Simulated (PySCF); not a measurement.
## Ionisation energy of Ar²⁺ by level of theory

Ar²⁺ [Ne] 3s2 3p4 (3P) → Ar³⁺ [Ne] 3s2 3p3 (4S), as a difference of total energies. Computed with PySCF 2.14 in pcseg-2 (5s4p2d1f, 34 functions), with no relativity, point nucleus. Correlated levels: valence: [Ne] frozen. The calculations carry no spin-orbit coupling.

```json
{"method": "UHF", "ionisation energy (eV)": "39.390", "difference from reference (eV)": "-1.345"}
{"method": "M06-2X", "ionisation energy (eV)": "40.733", "difference from reference (eV)": "-0.002"}
{"method": "PBE0", "ionisation energy (eV)": "40.734", "difference from reference (eV)": "-0.001"}
{"method": "MP2 (valence)", "ionisation energy (eV)": "40.155", "difference from reference (eV)": "-0.580"}
{"method": "SCS-MP2 (valence)", "ionisation energy (eV)": "40.227", "difference from reference (eV)": "-0.508"}
{"method": "CCSD (valence)", "ionisation energy (eV)": "40.261", "difference from reference (eV)": "-0.474"}
{"method": "CCSD(T) (valence)", "ionisation energy (eV)": "40.285", "difference from reference (eV)": "-0.450"}
```

Reference: 40.735 ± 0.012 eV (semi-empirical (NIST evaluation); NIST Atomic Spectra Database, ionization energies).

The reference lies between the lowest fine-structure levels, while these numbers refer to the centres of the terms.

Errors of the correlated levels include the incompleteness of this basis and the frozen core.
